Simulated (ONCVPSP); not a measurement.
**PBE ONCV dataset for copper, scalar-relativistic all-electron reference.**

Input for ONCVPSP 4.0.1:

```
# ATOM AND REFERENCE CONFIGURATION
# atsym  z   nc   nv     iexc    psfile
  Cu 29.00    5    3        4      upf
#
#   n    l    f
    1    0    2.00
    2    0    2.00
    2    1    6.00
    3    0    2.00
    3    1    6.00
    3    2   10.00
    4    0    0.50
    4    1    0.50
#
# PSEUDOPOTENTIAL AND OPTIMIZATION
# lmax
    2
#
#   l,   rc,      ep,       ncon, nbas, qcut
    0    1.70    0.00    4    7    4.10
    1    2.40    0.00    4    7    3.00
    2    1.10    0.00    4    9   16.40
#
# LOCAL POTENTIAL
# lloc, lpopt,  rc(5),   dvloc0
    4    5    0.85    6.00
#
# VANDERBILT-KLEINMAN-BYLANDER PROJECTORs
# l, nproj, debl
    0    2    0.70
    1    2    1.00
    2    2    0.70
#
# MODEL CORE CHARGE
# icmod, fcfact, rcfact
    0    0.00    0.00
#
# LOG DERIVATIVE ANALYSIS
# epsh1, epsh2, depsh
   -2.00    5.00    0.02
#
# OUTPUT GRID
# rlmax, drl
    6.00    0.01
#
# TEST CONFIGURATIONS
# ncnf
    4
# nvcnf
#   n    l    f
    3
    3    2   10.00
    4    0    1.00
    4    1    0.00
#
    3
    3    2   10.00
    4    0    0.00
    4    1    0.00
#
    3
    3    2    9.00
    4    0    0.00
    4    1    0.00
#
    3
    3    2   10.00
    4    0    0.50
    4    1    0.00
#
```

Command:

```bash
oncvpsp.x < Cu.dat > Cu.out
```

The program printed (shortened: citation, most of the input echo, consistency checks and plot data are left out):

```
ONCVPSP  (Optimized Norm-Conservinng Vanderbilt PSeudopotential)
scalar-relativistic version 4.0.1

#   n    l    f        energy (Ha)
    1    0    2.00    -3.2531653E+02
    2    0    2.00    -3.9084380E+01
    2    1    6.00    -3.3737658E+01
    3    0    2.00    -4.2573495E+00
    3    1    6.00    -2.6936304E+00
    3    2   10.00    -2.2711119E-01
    4    0    0.50    -1.9908346E-01
    4    1    0.50    -4.6691018E-02

Reference configufation results
  iterations    34
  all-electron total energy (Ha)   -1.65477534D+03

Begin loop to  construct optimized pseudo wave functions
and semi-local pseudopoentials for all angular momenta

   Wellstate for l =  0  n =  5
     eigenvalue =   0.5009
     asymptotic potential =   1.0009
     half-point radius =  4.9900

Calculating optimized projector #   1

 for l=   0

    Fraction of norm inside rc  0.138827
    Optimizing pswf for qcut=   4.10 a_B^-1,  ecut=   8.39 Ha
    Residual kinetic energy error=  2.37D-04 Ha

    Energy error per electron        Cutoff
         Ha          eV             Ha
         0.01000     0.27211        3.25
         0.00100     0.02721        5.43
         0.00010     0.00272       31.67
         0.00001     0.00027       43.05

Calculating optimized projector #   2

 for l=   0

    Fraction of norm inside rc  0.118211
    Optimizing pswf for qcut=   4.10 a_B^-1,  ecut=   8.39 Ha
    Residual kinetic energy error=  4.27D-04 Ha

    Energy error per electron        Cutoff
         Ha          eV             Ha
         0.01000     0.27211        4.75
         0.00100     0.02721        7.36
         0.00010     0.00272       12.01
         0.00001     0.00027       57.63

   Wellstate for l =  1  n =  5
     eigenvalue =   0.9533
     asymptotic potential =   1.4533
     half-point radius =  4.2132

Calculating optimized projector #   1

 for l=   1

    Fraction of norm inside rc  0.110854
    Optimizing pswf for qcut=   3.00 a_B^-1,  ecut=   4.50 Ha
    Residual kinetic energy error=  1.45D-04 Ha

    Energy error per electron        Cutoff
         Ha          eV             Ha
         0.01000     0.27211        0.69
         0.00100     0.02721        1.54
         0.00010     0.00272        5.19
         0.00001     0.00027       20.37

Calculating optimized projector #   2

 for l=   1

    Fraction of norm inside rc  0.294733
    Optimizing pswf for qcut=   3.00 a_B^-1,  ecut=   4.50 Ha
    Residual kinetic energy error=  3.01D-03 Ha

    Energy error per electron        Cutoff
         Ha          eV             Ha
         0.01000     0.27211        3.25
         0.00100     0.02721        5.45
         0.00010     0.00272       19.85
         0.00001     0.00027       34.61

   Wellstate for l =  2  n =  4
     eigenvalue =   0.4729
     asymptotic potential =   0.9729
     half-point radius =  4.8536

Calculating optimized projector #   1

 for l=   2

    Fraction of norm inside rc  0.659293
    Optimizing pswf for qcut=  16.40 a_B^-1,  ecut= 134.41 Ha
    Residual kinetic energy error=  8.88D-06 Ha

    Energy error per electron        Cutoff
         Ha          eV             Ha
         0.01000     0.27211       76.59
         0.00100     0.02721       92.22
         0.00010     0.00272      105.57
         0.00001     0.00027      125.64

Calculating optimized projector #   2

 for l=   2

    Fraction of norm inside rc  0.062968
    Optimizing pswf for qcut=  16.40 a_B^-1,  ecut= 134.41 Ha
    Residual kinetic energy error=  7.57D-09 Ha

    Energy error per electron        Cutoff
         Ha          eV             Ha
         0.01000     0.27211       61.09
         0.00100     0.02721       80.50
         0.00010     0.00272       95.81
         0.00001     0.00027      108.43

Construct Vanderbilt / Kleinmman-Bylander projectors

B matrix Hermiticity error, ll=   0
   1   2    2.1720E-05

  Orthonormal projector coefficients  3.3464E+01  4.2074E+00

B matrix Hermiticity error, ll=   1
   1   2    2.3468E-05

  Orthonormal projector coefficients  4.0940E+00  2.9243E-01

B matrix Hermiticity error, ll=   2
   1   2    6.7808E-05

  Orthonormal projector coefficients -1.8228E+01 -4.9642E+00

Pseudoatom total energy  -49.069526

Diagnostic tests using Vanderbilt-Kleinman-Bylander pseudopotentials
  1 or more projectors used as specified by nproj input data

   l    rcore       rmatch      e in        delta e   norm test  slope test

   0   1.7080042   1.7598629  -0.1990835   0.0000003   1.0000196   1.0000146
run_diag: lschvkbbe ERROR   2   1   0  60  5.00916542E-01  4.00824888E-01
   0   1.7080042   1.7598629   0.5009165  -0.1000917   0.0318960   0.0522242

   1   2.4020046   2.4749346  -0.0466910   0.0000002   1.0000080   1.0000059
   1   2.4020046   2.4749346   0.9533090   0.0000010   1.0001086   1.0001086

   2   1.1036626   1.1371722  -0.2271112  -0.0000046   1.0001397   1.0001441
   2   1.1036626   1.1371722   0.4728888  -0.0000064   1.0002653   1.0002653

 Testing for bound ghosts
   n   l    E NL Schr. Eq   E Basis Diag.   E Cutoff

       0                       -2.958072     63.58  WARNING - GHOST(-)
   1   0       -0.199083       -0.165779     63.58

   2   1       -0.046691       -0.018370     38.12

   3   2       -0.227116       -0.212407    363.70

 Testing for highly-localized positive-energy ghosts
       l    <radius>/rc     E Basis Diag.   E Cutoff

       0        0.421837       22.238689     63.58  WARNING - GHOST(+)

       0        0.386108       53.636392     63.58  WARNING - GHOST(+)

       1        0.758433        2.561282     38.12  WARNING - GHOST(+)

Test configuration 0

   n   l     f        eae           eps        diff
   1   0  2.0000 -325.31653246
   2   0  2.0000  -39.08438029
   2   1  6.0000  -33.73765802
   3   0  2.0000   -4.25734952
   3   1  6.0000   -2.69363044
   3   2 10.0000   -0.22711119   -0.22711580   -4.60D-06
   4   0  0.5000   -0.19908346   -0.19908320    2.67D-07
   4   1  0.5000   -0.04669102   -0.04669078    2.35D-07

    Total energies and differences
      AE_ref= -1.65477534D+03  AE_tst= -1.65477534D+03  dif=  0.00D+00
      PS_ref= -4.90695262D+01  PS_tst= -4.90695262D+01  dif=  6.39D-14
      PSP excitation error= -6.39D-14

Test configuration 1

   n   l     f        eae           eps        diff
   1   0  2.0000 -325.27451999
   2   0  2.0000  -39.04522397
   2   1  6.0000  -33.69828223
   3   0  2.0000   -4.21529237
   3   1  6.0000   -2.65123870
   3   2 10.0000   -0.18516466   -0.18564336   -4.79D-04
   4   0  1.0000   -0.16941097   -0.16937767    3.33D-05

    Total energies and differences
      AE_ref= -1.65477534D+03  AE_tst= -1.65484922D+03  dif= -7.39D-02
      PS_ref= -4.90695262D+01  PS_tst= -4.91433845D+01  dif= -7.39D-02
      PSP excitation error= -2.24D-05

Test configuration 2

   n   l     f        eae           eps        diff
   1   0  2.0000 -325.59186900
   2   0  2.0000  -39.35290449
   2   1  6.0000  -34.00678728
   3   0  2.0000   -4.53200588
   3   1  6.0000   -2.96913099
   3   2 10.0000   -0.50194273   -0.50019132    1.75D-03

    Total energies and differences
      AE_ref= -1.65477534D+03  AE_tst= -1.65454971D+03  dif=  2.26D-01
      PS_ref= -4.90695262D+01  PS_tst= -4.88439638D+01  dif=  2.26D-01
      PSP excitation error=  7.01D-05

Test configuration 3

psatom: WARNING lschvkbb convergence error n,l,iter=   2   1   4
ea(ii),et,emin,emax -5.111975E-02 -5.623173E-02 -5.623173E-02 -5.623173E-02
run_config: WARNING for fully non-local PS atom, stg. 1
 WARNING no output for configuration 4

Test configuration 4

   n   l     f        eae           eps        diff
   1   0  2.0000 -325.42463590
   2   0  2.0000  -39.19106666
   2   1  6.0000  -33.84449351
   3   0  2.0000   -4.36527124
   3   1  6.0000   -2.80180085
   3   2 10.0000   -0.33555824   -0.33523384    3.24D-04
   4   0  0.5000   -0.29759291   -0.29759595   -3.04D-06

    Total energies and differences
      AE_ref= -1.65477534D+03  AE_tst= -1.65473295D+03  dif=  4.24D-02
      PS_ref= -4.90695262D+01  PS_tst= -4.90271563D+01  dif=  4.24D-02
      PSP excitation error=  2.51D-05
```

Note: ghosts flagged at negative energy: s at -80.5 eV; GHOST(+) flagged for p at 69.7 eV. A true bound ghost makes a file unfit for plane-wave use.

The run took about 3.6 s on one core of a shared server CPU.
